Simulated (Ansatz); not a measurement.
Basis-set series for CH4AlNOSi (`[OH][Al]1[CH]=N[SiH2]1`). Charge 0, multiplicity 1. Geometry: relaxed with PBE0-D4/def2-TZVP. It is one conformer, not always the lowest.

```tsv
functional	basis	functions	energy (Eh)	HOMO (eV)	LUMO (eV)
PBE0-D4	def2-SVP	98	-701.70670	-6.33	-1.54
PBE0-D4	def2-TZVPP	233	-702.10034	-6.46	-1.68
ωB97M-V	def2-SVP	98	-702.03238	-8.48	0.43
ωB97M-V	def2-TZVPP	233	-702.43121	-8.63	0.21
```

Q: Give the rows for def2-QZVPP. (An estimate is asked.)

A: Ansatz gave: 
| functional | basis | functions | energy (Eh) | HOMO (eV) | LUMO (eV) |
| --- | --- | --- | --- | --- | --- |
| PBE0-D4 | def2-QZVPP | 431 | -702.12720 | -6.49 | -1.73 |
| ωB97M-V | def2-QZVPP | 431 | -702.45674 | -8.67 | 0.06 |

Positive LUMOs are unbound and depend on the basis.
